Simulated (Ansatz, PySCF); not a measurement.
In(H)(Br)(vinyl) (C₂H₄BrIn), SMILES [Br][InH][CH]=C.

Coordinates come from a PBE0-D3(BJ)/def2-SVP optimisation. The def2 effective core potentials stand for the cores of In; spin–orbit coupling is left out. Other conformers were not sampled.

Vertical ionisation energy (IE) and electron affinity (EA) in eV. Rows of orbital energies are one-electron estimates. Where ΔSCF, EOM or ADC give a negative EA the extra electron is unbound and the value depends on the basis.

```csv
level,IE,EA
"−ε(HOMO), −ε(LUMO), r2SCAN/def2-TZVP (PySCF)",6.73,2.53
"−ε(HOMO), −ε(LUMO), PBE/def2-TZVP (PySCF)",(withheld),(withheld)
"ΔSCF, PBE0/def2-SVPD (Ansatz), final states of multiplicity 2 and 2",9.64,0.46
"ΔSCF, PBE/def2-SVPD (Ansatz), final states of multiplicity 2 and 2",9.26,0.50
```

**Question.** Fill in the missing entries. (Estimate from the structure and the level; the computed values follow.)

**Answer.** 
- −ε(HOMO), −ε(LUMO), PBE/def2-TZVP (PySCF), IE: 6.44
- −ε(HOMO), −ε(LUMO), PBE/def2-TZVP (PySCF), EA: 2.72

**Question.** What vertical singlet–triplet gap does ΔSCF give with PBE0/def2-SVPD (Ansatz, an electronic-structure program) and with PBE/def2-SVPD (Ansatz)? (Estimate from the structure and the level; the computed values follow.)

**Answer.** 3.97 and 3.89 eV (triplet above singlet where positive).
